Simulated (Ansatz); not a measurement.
B₆N₇H₂₀⁺, a cluster cut from zinc blende BN (hydrogen-capped). Total charge 1; singlet. Geometry r2SCAN-D4/def2-SVP.

```
atom    x (Å)    y (Å)    z (Å)
  N1  -0.3812  -1.1632   2.0264
  N2  -0.6654   2.1992  -1.3757
  N3  -1.5870  -0.4974  -0.1003
  N4   0.1103   1.0769   0.8845
  N5   1.8331  -0.8321   0.8950
  N6   0.6160  -0.1054  -1.2504
  N7   0.1304  -2.3599  -0.1348
  B8  -0.3942   2.4532   0.1771
  B9  -1.0230   0.0994   1.2574
 B10   0.7596  -1.9160   1.2409
 B11   0.1728   1.1294  -2.2138
 B12  -0.4827  -1.1639  -1.0243
 B13   1.2653   0.4398   0.0562
 H14  -1.1176  -1.8184   2.3099
 H15  -0.0221  -0.8362   2.9299
 H16  -0.4484   3.0953  -1.8205
 H17  -1.6659   2.0993  -1.5577
 H18  -2.3685  -1.1376   0.0692
 H19  -2.0277   0.2631  -0.6255
 H20   0.4920   1.4773   1.7463
 H21   2.2902  -0.4896   1.7467
 H22   2.6145  -1.2478   0.3772
 H23   1.3430  -0.5124  -1.8459
 H24  -0.5730  -3.0922   0.0093
 H25   0.8368  -2.8454  -0.6983
 H26  -1.4315   2.8001   0.7149
 H27   0.5138   3.2529   0.2849
 H28  -1.8999   0.5771   1.9430
 H29   1.2056  -2.8552   1.8665
 H30  -0.5246   0.6835  -3.1083
 H31   1.1977   1.6564  -2.5975
 H32  -0.9573  -1.6270  -2.0380
 H33   2.1887   1.1969  -0.1443
```

B3LYP takes the VWN-RPA correlation. Single mean-field runs in def2-TZVP are fitted with def2-universal-jkfit.

(1) Estimate the orbital energies around the gap (eV) in Ansatz with HF/STO-3G, LDA (SPW92)/def2-TZVP, PBE-D4/def2-SVP, B3LYP-D4/6-31G, ωB97X-V/def2-TZVP.

Results:

(1) 
```csv
orbital,HF/STO-3G,LDA (SPW92)/def2-TZVP,PBE-D4/def2-SVP,B3LYP-D4/6-31G,ωB97X-V/def2-TZVP
HOMO−5,-14.85,-11.06,-10.97,-12.05,-14.87
HOMO−4,-14.43,-10.89,-10.76,-11.79,-14.63
HOMO−3,-14.20,-10.75,-10.62,-11.67,-14.51
HOMO−2,-13.75,-10.46,-10.26,-11.31,-14.27
HOMO−1,-13.11,-9.86,-9.67,-10.74,-13.69
HOMO,-12.89,-9.64,-9.47,-10.55,-13.48
LUMO,9.17,-5.09,-4.49,-3.63,-2.26
LUMO+1,9.20,-4.19,-3.54,-2.47,-1.39
LUMO+2,9.29,-4.09,-3.44,-2.35,-1.28
LUMO+3,9.59,-3.93,-3.26,-2.19,-0.97
LUMO+4,10.18,-3.53,-2.96,-1.87,-0.53
LUMO+5,10.36,-3.48,-2.85,-1.71,-0.53
```
